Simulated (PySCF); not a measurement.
## Electrostatic potential from atomic charges

Species: `[SiH3]C[C@@H]1COCC[SiH2]1`. Coordinates (GFN2-xTB, Å) and charges (e) from the PBE0/pcSseg-1 density (PySCF):

```tsv
atom	x	y	z	Mulliken	IAO	Hirshfeld	ESP-fitted
Si1	3.129	0.726	-0.442	+0.5043	+0.5993	+0.3139	+0.3881
C2	1.779	-0.604	-0.574	-0.4815	-0.5285	-0.1555	-0.3889
C3	0.463	-0.241	0.113	-0.5770	-0.3837	-0.1187	+0.1004
C4	-0.439	-1.481	0.197	+0.1274	-0.0452	+0.0008	-0.0480
O5	-1.650	-1.271	0.883	-0.5077	-0.3980	-0.1462	-0.3927
C6	-2.609	-0.530	0.167	+0.0468	-0.0432	+0.0023	+0.1437
C7	-2.263	0.953	0.036	-0.5398	-0.5565	-0.1690	-0.3299
Si8	-0.534	1.146	-0.732	+0.6564	+0.7292	+0.3291	+0.3604
H9	2.715	1.950	-1.130	-0.0786	-0.1199	-0.0758	-0.1002
H10	3.385	1.013	0.972	-0.0814	-0.1203	-0.0774	-0.1084
H11	4.355	0.211	-1.057	-0.0865	-0.1168	-0.0792	-0.1018
H12	2.162	-1.528	-0.127	+0.1394	+0.1403	+0.0385	+0.1017
H13	1.586	-0.836	-1.624	+0.1405	+0.1408	+0.0360	+0.0954
H14	0.679	0.056	1.146	+0.1501	+0.1394	+0.0340	+0.0488
H15	0.066	-2.277	0.757	+0.1209	+0.1448	+0.0423	+0.1004
H16	-0.645	-1.858	-0.818	+0.0918	+0.1056	+0.0289	+0.0559
H17	-3.540	-0.662	0.726	+0.1234	+0.1504	+0.0443	+0.0622
H18	-2.742	-0.969	-0.835	+0.0956	+0.1086	+0.0299	+0.0344
H19	-2.284	1.400	1.030	+0.1459	+0.1502	+0.0393	+0.1043
H20	-3.035	1.445	-0.554	+0.1394	+0.1498	+0.0424	+0.0901
H21	0.011	2.478	-0.458	-0.0649	-0.1179	-0.0783	-0.1184
H22	-0.600	0.897	-2.181	-0.0646	-0.1284	-0.0814	-0.0974
```

Points outside the species (Å): A (4.8, 4.4, 1.9); B (3.3, 0.3, 4.2); C (1.2, 3.7, -6.3).

Task: Find the potential V = 14.3996 V·Å × Σ q/r of each set of charges at these points.

Result: In volts:

| point | nearest atom | distance (Å) | Mulliken | IAO | Hirshfeld | ESP-fitted |
| --- | --- | --- | --- | --- | --- | --- |
| A | H10 | 3.79 | +0.125 | +0.092 | +0.011 | -0.030 |
| B | H10 | 3.31 | -0.145 | -0.095 | -0.035 | -0.031 |
| C | H22 | 5.30 | +0.163 | +0.100 | +0.020 | +0.006 |

Task: How far are the other sets from the ESP-fitted one at these points?

Result: Root-mean-square difference: Hirshfeld 0.025 V, IAO 0.096 V, Mulliken 0.143 V. The ESP scheme is a least-squares fit of atom-centred charges to the potential on four shells outside the van der Waals surface, with the total charge fixed.

Task: What energy would a point charge of +2 e have at B in the field of the ESP charges, leaving out polarisation?

Result: -0.062 eV = -6.0 kJ/mol, an attraction.

Isolated species at its GFN2-xTB geometry (one conformer only).
